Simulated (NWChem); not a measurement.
System: C4H8O; SMILES C/C=C/OC

Here is an NWChem input.

```
start job
memory heap 200 mb stack 900 mb global 1100 mb
geometry units angstroms noautoz
  C     -0.243819     2.487088    -0.000390
  C      0.461215     1.171753    -0.001850
  C     -0.163344    -0.009621     0.004833
  O      0.499125    -1.186458     0.006018
  C     -0.294021    -2.339006    -0.000200
  H      0.019480     3.091777    -0.885068
  H     -1.337780     2.362871     0.003492
  H      0.024977     3.092598     0.882157
  H      1.556839     1.165080    -0.008122
  H     -1.261064    -0.077816     0.011043
  H      0.383563    -3.203061     0.002114
  H     -0.941833    -2.400482     0.893782
  H     -0.932172    -2.397669    -0.901235
end
basis spherical
  C library 6-31g*
  O library 6-31g*
  H library 6-31g*
end
dft
  xc b3lyp
  iterations 150
  mulliken
end
task dft energy
```

Parts of the log:

```
             Northwest Computational Chemistry Package (NWChem) 7.3.0
             --------------------------------------------------------

 C1  symmetry detected

                             Geometry "geometry" -> ""
                             -------------------------

 Output coordinates in angstroms (scale by  1.889725989 to convert to a.u.)

  No.       Tag          Charge          X              Y              Z
 ---- ---------------- ---------- -------------- -------------- --------------
    1 C                    6.0000    -0.24826157     2.48673657    -0.00031758
    2 C                    6.0000     0.45825993     1.17220105    -0.00254581
    3 C                    6.0000    -0.16496324    -0.00988269     0.00328936
    4 O                    8.0000     0.49883631    -1.18597019     0.00379099
    5 C                    6.0000    -0.29300475    -2.33941023    -0.00327722
    6 H                    1.0000     0.01446366     3.09229918    -0.88456850
    7 H                    1.0000    -1.34208185     2.36127985     0.00334623
    8 H                    1.0000     0.01973925     3.09197512     0.88265734
    9 H                    1.0000     1.55389155     1.16677131    -0.00868466
   10 H                    1.0000    -1.26260617    -0.07932322     0.00931718
   11 H                    1.0000     0.38555585    -3.20269964    -0.00144096
   12 H                    1.0000    -0.94085833    -2.40220126     0.89058324
   13 H                    1.0000    -0.93097657    -2.39820795    -0.90443032

 Effective nuclear repulsion energy (a.u.)     171.8600885916

                                 NWChem DFT Module
                                 -----------------

 Summary of "ao basis" -> "ao basis" (spherical)
 ------------------------------------------------------------------------------
       Tag                 Description            Shells   Functions and Types
 ---------------- ------------------------------  ------  ---------------------
 C                           6-31g*                  6       14   3s2p1d
 O                           6-31g*                  6       14   3s2p1d
 H                           6-31g*                  2        2   2s

            General Information
            -------------------
          SCF calculation type: DFT
          Wavefunction type:  closed shell.
          No. of atoms     :    13
          No. of electrons :    40
           Alpha electrons :    20
            Beta electrons :    20
          Charge           :     0
          Spin multiplicity:     1
          Use of symmetry is: off; symmetry adaption is: off
          Maximum number of iterations: 150
          AO basis - number of functions:    86
                     number of shells:    46
          Convergence on energy requested:  1.00D-06
          Convergence on density requested:  1.00D-05
          Convergence on gradient requested:  5.00D-04

              XC Information
              --------------
                         B3LYP Method XC Potential
                     Hartree-Fock (Exact) Exchange  0.200
                        Slater Exchange Functional  0.800 local
                    Becke 1988 Exchange Functional  0.720 non-local
              Lee-Yang-Parr Correlation Functional  0.810
                  VWN I RPA Correlation Functional  0.190 local

             Grid Information
             ----------------
          Grid used for XC integration:  medium
          Radial quadrature: Mura-Knowles
          Angular quadrature: Lebedev.
          Tag              B.-S. Rad. Rad. Pts. Rad. Cut. Ang. Pts.
          ---              ---------- --------- --------- ---------
          C                   0.70       49          13.0       434
          O                   0.60       49          11.0       434
          H                   0.35       45          13.0       434
          Grid pruning is: on
          Number of quadrature shells:   605
          Spatial weights used:  Erf1

      Superposition of Atomic Density Guess
      -------------------------------------

 Sum of atomic energies:        -229.38122914

      Non-variational initial energy
      ------------------------------

 Total energy =    -232.436105
 1-e energy   =    -649.721538
 2-e energy   =     245.425345
 HOMO         =      -0.235106
 LUMO         =       0.068356

     ---------------------------------------------
      Total Density - Mulliken Population Analysis
     ---------------------------------------------

    Atom       Charge   Shell Charges
 -----------   ------   -------------------------------------------------------
    1 C    6     6.68   2.00  0.71  2.03  0.68  1.23  0.03
    2 C    6     6.37   2.00  0.73  2.00  0.55  1.06  0.04
    3 C    6     5.74   2.00  0.71  1.74  0.46  0.77  0.06
    4 O    8     8.61   2.00  0.91  2.99  0.90  1.78  0.03
    5 C    6     6.24   2.00  0.70  1.85  0.63  1.01  0.06
    6 H    1     0.77   0.47  0.31
    7 H    1     0.77   0.46  0.31
    8 H    1     0.77   0.47  0.31
    9 H    1     0.79   0.46  0.32
   10 H    1     0.82   0.47  0.35
   11 H    1     0.80   0.48  0.32
   12 H    1     0.81   0.48  0.33
   13 H    1     0.81   0.48  0.33

   convergence    iter        energy       DeltaE   RMS-Dens  Diis-err
 ---------------- ----- ----------------- --------- --------- ---------
 d= 0,ls=0.0,diis     1   -232.3596944645 -4.04D+02  9.56D-03  5.36D-01
 d= 0,ls=0.0,diis     2   -232.3867170695 -2.70D-02  5.29D-03  3.36D-01
 d= 0,ls=0.0,diis     3   -232.4146598048 -2.79D-02  2.06D-03  7.83D-02
 d= 0,ls=0.0,diis     4   -232.4229505549 -8.29D-03  6.15D-04  4.52D-03
 d= 0,ls=0.0,diis     5   -232.4234676732 -5.17D-04  1.98D-04  6.07D-04
  Resetting Diis
 d= 0,ls=0.0,diis     6   -232.4235274485 -5.98D-05  5.89D-05  4.38D-05
 d= 0,ls=0.0,diis     7   -232.4235325953 -5.15D-06  1.58D-05  9.19D-07
 d= 0,ls=0.0,diis     8   -232.4235325304  6.50D-08  9.39D-06  1.53D-06

         Total DFT energy =     -232.423532530391
      One electron energy =     -654.111457041264
           Coulomb energy =      283.127807850901
    Exchange-Corr. energy =      -33.299971931632
 Nuclear repulsion energy =      171.860088591605

 Numeric. integr. density =       40.000007777724

                       DFT Final Molecular Orbital Analysis
                       ------------------------------------

 Vector   18  Occ=2.000000D+00  E=-3.339167D-01
              MO Center= -6.1D-02, -1.0D+00, -4.6D-03, r^2= 3.1D+00
   Bfn.  Coefficient  Atom+Function         Bfn.  Coefficient  Atom+Function
  ----- ------------  ---------------      ----- ------------  ---------------
    47      0.403321   4 O  pz               51      0.284145   4 O  pz
    33      0.274748   3 C  pz               61     -0.251273   5 C  pz
    86      0.170059  13 H  s                37      0.167602   3 C  pz
    85      0.165028  13 H  s                84     -0.160674  12 H  s
    83     -0.157490  12 H  s                19      0.112694   2 C  pz

 Vector   19  Occ=2.000000D+00  E=-3.257379D-01
              MO Center=  1.8D-01, -9.6D-01,  6.1D-03, r^2= 2.5D+00
   Bfn.  Coefficient  Atom+Function         Bfn.  Coefficient  Atom+Function
  ----- ------------  ---------------      ----- ------------  ---------------
    45      0.468410   4 O  px               49      0.328145   4 O  px
    80      0.243227  10 H  s                31     -0.223318   3 C  px
    59     -0.203330   5 C  px               48      0.182876   4 O  s
    79      0.169630  10 H  s                78      0.142688   9 H  s
    17      0.134846   2 C  px               20     -0.118249   2 C  s

 Vector   20  Occ=2.000000D+00  E=-2.047211D-01
              MO Center=  2.2D-01,  2.9D-01,  3.0D-04, r^2= 2.8D+00
   Bfn.  Coefficient  Atom+Function         Bfn.  Coefficient  Atom+Function
  ----- ------------  ---------------      ----- ------------  ---------------
    19      0.381926   2 C  pz               47     -0.370728   4 O  pz
    51     -0.301079   4 O  pz               23      0.293079   2 C  pz
    33      0.292101   3 C  pz               37      0.206316   3 C  pz
    72      0.135954   6 H  s                76     -0.136488   8 H  s
    86     -0.132364  13 H  s                84      0.131302  12 H  s

 Vector   21  Occ=0.000000D+00  E= 4.533542D-02
              MO Center=  6.4D-02,  4.5D-01, -6.3D-04, r^2= 2.9D+00
   Bfn.  Coefficient  Atom+Function         Bfn.  Coefficient  Atom+Function
  ----- ------------  ---------------      ----- ------------  ---------------
    37     -0.613430   3 C  pz               23      0.591209   2 C  pz
    33     -0.439719   3 C  pz               19      0.397635   2 C  pz
    86      0.304961  13 H  s                84     -0.302984  12 H  s
    65      0.248753   5 C  pz               76     -0.217117   8 H  s
    72      0.214289   6 H  s                51      0.193288   4 O  pz

 Vector   22  Occ=0.000000D+00  E= 1.017952D-01
              MO Center= -4.9D-01, -1.6D+00,  6.2D-04, r^2= 5.2D+00
   Bfn.  Coefficient  Atom+Function         Bfn.  Coefficient  Atom+Function
  ----- ------------  ---------------      ----- ------------  ---------------
    62      1.483313   5 C  s                84     -0.863835  12 H  s
    86     -0.857605  13 H  s                82     -0.800587  11 H  s
    80     -0.767187  10 H  s                64     -0.606991   5 C  py
    48      0.542741   4 O  s                35     -0.493167   3 C  px
    63     -0.411817   5 C  px               34      0.407345   3 C  s

[...]
```

Level: B3LYP/6-31G* (spherical d). The geometry was optimised at PBE0/def2-SVP. No frequency run checked for a minimum.
